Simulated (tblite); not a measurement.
C4H5BF2Ge.
Atom-mapped SMILES: `[F:1][B:2]([F:3])[C:4]1=[CH:5][GeH2:6][CH:7]=[CH:8]1` (hydrogens: H9 on C5; H10, H11 on Ge6; H12 on C7; H13 on C8)

Computed values, GFN2-xTB/tblite, gas phase, harmonic and unscaled. The method is semi-empirical: single wavenumbers can be off by several per cent or more. Modes of hydrogen on germanium can be 10 to 20 % off.

Harmonic wavenumbers (cm⁻¹): 48.8, 100.2, 115.7, 227.7, 254.0, 361.9, 383.3, 424.4, 429.3, 519.0, 554.1, 565.8, 615.4, 656.4, 697.9, 765.0, 785.4, 816.1, 835.1, 914.6, 1016.0, 1109.5, 1175.8, 1254.9, 1265.2, 1315.4, 1525.4, 1596.8, 1978.9, 2033.2, 3069.0, 3093.9, 3099.9.

A = 3742, B = 696.5, C = 591.3 MHz; mass 175.966 u (most abundant isotopes); point group Cs, symmetry number 1.

Problem. What is the zero-point energy?

Solution. Half the sum of the wavenumbers: 16802 cm⁻¹ = 201.00 kJ/mol.

Problem. Entropy at 200 K, 1 bar (ideal gas, RRHO, classical rotation)?

Solution. Translation 165.04, rotation 119.38, vibration 60.25: S = 344.7 J/(mol K).

Problem. And Cp and H(200 K) − H(0)?

Solution. Cp = 105.61 J/(mol K), of which vibrations give 72.35 (their classical limit is 33 R = 274.4); H(200 K) − H(0) = 13.40 kJ/mol without the zero-point energy, 6.75 from vibrations.

Problem. Blend soft modes into free rotors: weight 1/[1 + (100 cm⁻¹/ν̃)⁴] for the oscillator and the rest for a rotor with moment μB/(μ + B), μ = h/(8π²ν), B = 10⁻⁴⁴ kg m². What vibrational entropy results?

Solution. 56.22 J/(mol K) in place of 60.25, which changes −T·S at 200 K by +0.81 kJ/mol.

Problem. How do the functions run with temperature in this model?

Solution. 
```json
{"T (K)": "150", "S (J/(mol K))": "317.4", "Cp (J/(mol K))": "85.3", "H − H(0) (kJ/mol)": "8.63", "G − H(0) (kJ/mol)": "-38.97", "ln q(vib)": "2.19"}
{"T (K)": "250", "S (J/(mol K))": "370.4", "Cp (J/(mol K))": "125.1", "H − H(0) (kJ/mol)": "19.18", "G − H(0) (kJ/mol)": "-73.41", "ln q(vib)": "4.22"}
{"T (K)": "298.15", "S (J/(mol K))": "393.9", "Cp (J/(mol K))": "142.3", "H − H(0) (kJ/mol)": "25.62", "G − H(0) (kJ/mol)": "-91.82", "ln q(vib)": "5.23"}
{"T (K)": "400", "S (J/(mol K))": "440.1", "Cp (J/(mol K))": "172.7", "H − H(0) (kJ/mol)": "41.73", "G − H(0) (kJ/mol)": "-134.33", "ln q(vib)": "7.41"}
{"T (K)": "600", "S (J/(mol K))": "518.6", "Cp (J/(mol K))": "213.7", "H − H(0) (kJ/mol)": "80.72", "G − H(0) (kJ/mol)": "-230.46", "ln q(vib)": "11.59"}
{"T (K)": "900", "S (J/(mol K))": "612.5", "Cp (J/(mol K))": "248.2", "H − H(0) (kJ/mol)": "150.56", "G − H(0) (kJ/mol)": "-400.74", "ln q(vib)": "17.33"}
```

q(vib) and H(0) count from the zero-point level.

Problem. Which modes carry the vibrational entropy at 200 K?

Solution. 48.8 cm⁻¹: 17.06; 100.2 cm⁻¹: 11.21; 115.7 cm⁻¹: 10.08; 227.7 cm⁻¹: 5.08; 254.0 cm⁻¹: 4.37; 361.9 cm⁻¹: 2.37 J/(mol K); the other 27 give 10.08 together.

Problem. What must be added to the electronic energy to get the Gibbs energy at 200 K and 1 bar?

Solution. ZPE + [H(200 K) − H(0)] − T·S = 201.00 + 13.40 − 68.93 = 145.47 kJ/mol.

Hindered rotation and anharmonicity are outside this model.

Shape of the structure used: `[F:1][B:2]([F:3])[C:4]1=[CH:5][GeH2:6][CH:7]=[CH:8]1`: F1–B2–C4–C5 -178°.
